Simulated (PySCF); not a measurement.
PySCF input for B(Et)(OH)(NH2) (C₂H₈BNO), SMILES CCB(N)O, PBE/pcSseg-1. Geometry: B3LYP-D3(BJ)/def2-SVP. One conformer was computed; it need not be the lowest.

```python
import numpy as np
from pyscf import gto, scf, dft
from pyscf.prop.nmr import rks as nmr

mol = gto.M(
    atom='''
    B    -0.11594922   -0.00030280    0.57100238
    C     0.13342585   -0.81888817   -0.76402753
    C     0.34971715    0.06739461   -1.99912791
    H    -0.75806634   -1.45479602   -0.92717932
    H     0.97919463   -1.51944528   -0.64429019
    H     1.25984490    0.68244947   -1.89725849
    H    -0.49484384    0.76004461   -2.13813047
    H     0.45592829   -0.52498327   -2.92303575
    O    -1.04931671    1.01071674    0.51446447
    H    -1.17582243    1.48099952    1.34652198
    N     0.58335535   -0.30405566    1.76268424
    H     0.44919823    0.16862010    2.64893735
    H     1.27650082   -1.03975813    1.80385004
    ''',
    basis='pcSseg-1',
    charge=0,
    spin=0,
    max_memory=1600,
    verbose=3,
)
mf = dft.RKS(mol, xc='pbe')
mf.grids.level = 3
mf.conv_tol = 1e-10
mf.max_cycle = 100
mf.kernel()
n = nmr.NMR(mf)
n.verbose = 2
n.max_cycle_cphf = 60
sigma = n.kernel()
print('atom   isotropic/ppm   span/ppm')
for i, s in enumerate(sigma):
    w = np.linalg.eigvalsh((s + s.T) / 2)
    print(f'{mol.atom_symbol(i):2s}{i + 1:3d} {w.mean():14.3f} {w[2] - w[0]:11.3f}')
```

Log of the run:

```
converged SCF energy = -235.63291742354
atom   isotropic/ppm   span/ppm
B   1         65.143      54.538
C   2        167.633      13.060
C   3        167.972      21.513
H   4         30.380       9.144
H   5         30.871       8.994
H   6         30.443       9.796
H   7         29.873       9.792
H   8         30.186      11.294
O   9        220.675     150.802
H  10         28.470      14.182
N  11        187.655     109.629
H  12         29.284      13.795
H  13         28.826      13.192
```

Self-consistency was reached.
